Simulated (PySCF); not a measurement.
Spinor energies of Nd³⁸⁺ (neodymium, charge +38)

Start: [Ar] 3d4; 3d3/2 filled at m_j = -3/2, -1/2, +1/2, +3/2. Calculated with PySCF 2.14 in an uncontracted even-tempered set (16 s from 7.7 bohr⁻², ratio 2.8; 12 p from 10 bohr⁻², ratio 2.8; 8 d from 10 bohr⁻², ratio 2.8; 3 f from 34 bohr⁻², ratio 3): generalised Hartree-Fock with the X2C-1e Hamiltonian and a Gaussian nucleus; one run each with spin-orbit coupling (SO) switched off, then screened by Boettger's factors.

```json
{"spinor shell": "1s1/2", "electrons": "2", "ε, spin-free (eV)": "-45755.3", "ε, screened SO (eV)": "-45745.5", "weight of nominal j (screened SO)": "1.000", "rms radius, screened SO (bohr)": "0.0269"}
{"spinor shell": "2s1/2", "electrons": "2", "ε, spin-free (eV)": "-9108.4", "ε, screened SO (eV)": "-9103.9", "weight of nominal j (screened SO)": "1.000", "rms radius, screened SO (bohr)": "0.108"}
{"spinor shell": "2p1/2", "electrons": "2", "ε, spin-free (eV)": "-8349.1", "ε, screened SO (eV)": "-8726.4", "weight of nominal j (screened SO)": "1.000", "rms radius, screened SO (bohr)": "0.0932"}
{"spinor shell": "2p3/2", "electrons": "4", "ε, spin-free (eV)": "-8349.1", "ε, screened SO (eV)": "-8179.3", "weight of nominal j (screened SO)": "1.000", "rms radius, screened SO (bohr)": "0.0987"}
{"spinor shell": "3s1/2", "electrons": "2", "ε, spin-free (eV)": "-3271.5", "ε, screened SO (eV)": "-3270.1", "weight of nominal j (screened SO)": "1.000", "rms radius, screened SO (bohr)": "0.270"}
{"spinor shell": "3p1/2", "electrons": "2", "ε, spin-free (eV)": "-3023.5", "ε, screened SO (eV)": "-3124.3", "weight of nominal j (screened SO)": "1.000", "rms radius, screened SO (bohr)": "0.259"}
{"spinor shell": "3p3/2", "electrons": "4", "ε, spin-free (eV)": "-3023.5", "ε, screened SO (eV)": "-2977.3", "weight of nominal j (screened SO)": "1.000", "rms radius, screened SO (bohr)": "0.271"}
{"spinor shell": "3d3/2", "electrons": "4", "ε, spin-free (eV)": "-2755.5", "ε, screened SO (eV)": "-2761.6", "weight of nominal j (screened SO)": "1.000", "rms radius, screened SO (bohr)": "0.236"}
```

```csv
quantity,spin-free,screened SO
E (hartree),-8530.49723,-8536.89976
M_J,0,0
⟨J²⟩,4.001,0.000
⟨L²⟩,6.001,2.423
⟨S²⟩,6.000,2.423
```

Breit and QED terms are absent; they matter most for the inner s and p1/2 levels.

Densities and radii are taken from the X2C orbitals without a picture-change correction, which distorts them close to the nucleus.

Without spin-orbit coupling the j labels of p, d and f shells carry no meaning; the spin-free column gives the mean over the occupied spinors of each nl shell, and its ⟨J²⟩ belongs to a mixture of degenerate components.
